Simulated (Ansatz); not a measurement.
The cluster Si₂F₃⁻, relaxed as a singlet with RKS PBE-D4/def2-SVPD in Ansatz, starting from packed atoms. Force threshold 0.02 eV/Å.

The highest occupied level of the charge -1 singlet lies above zero (up to 0.58 eV). By energy differences its removal costs 2.23 eV (vertical, to the charge 0 doublet, at PBE0-D4/def2-TZVPD). The structure comes from a short search, and lower isomers may exist.

Start:

Cartesian coordinates in Å:
```
Si 0.0529 -0.3165 -0.6454
Si 0.3384 0.7104 1.4327
F -0.7795 -1.7699 -1.3813
F -0.0329 1.2426 2.9496
F 0.4211 0.1335 -2.3556
```

**Question.** Estimate the energy that the relaxation releases and the steps that it takes.

**Answer.** 180.7 kJ/mol, in 11 steps; 5.5 s on 4 threads of Intel Xeon Platinum 8488C on a shared host. No frequencies were taken in this run, so the end may be a saddle point.

**Question.** Does the start keep its bonding?

**Answer.** By distances, no bond broke or formed. The bond that changes most is Si1–F3, from 1.83 to 1.70 Å (atoms count from 1).

**Question.** Predict the relaxed structure.

**Answer.** 
```xyz
5

Si    0.013   -0.182   -0.573
Si    0.555    1.227    1.110
F    -0.874   -1.612   -0.836
F    -0.258    0.464    2.456
F     0.564    0.102   -2.156
```
Bond lengths: 3 × F–Si 1.70 to 1.75 Å; 1 × Si–Si 2.26 Å.
